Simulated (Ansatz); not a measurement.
BrHSn (SMILES [Br][SnH]) moved off its minimum; all values from Ansatz (a quantum-chemistry and plane-wave program), cores frozen in correlated methods. Elements past Kr take the def2 small-core potentials, without spin–orbit coupling.
(charge 0, multiplicity 1)
```xyz
3

Sn    -0.5845    -0.4850     0.6961
H     -1.7406    -1.0342    -0.5087
Br     0.8723     0.7269    -1.0419
```

Forces at wB97M-V/def2-TZVPP (eV/Å):

```tsv
atom	Fx	Fy	Fz
Sn1	0.327	0.256	-0.292
H2	-0.017	-0.003	-0.051
Br3	-0.310	-0.253	0.343
```

Problem. Give the forces (eV/Å), the total energy and the dipole at CCSD(T)/def2-TZVPPD.

Solution. 
```
atom      Fx      Fy      Fz
----  ------  ------  ------
Sn1    0.336   0.210   0.034
H2    -0.188  -0.088  -0.204
Br3   -0.148  -0.122   0.170
```
Energy -2786.6780 hartree, dipole 2.88 D.
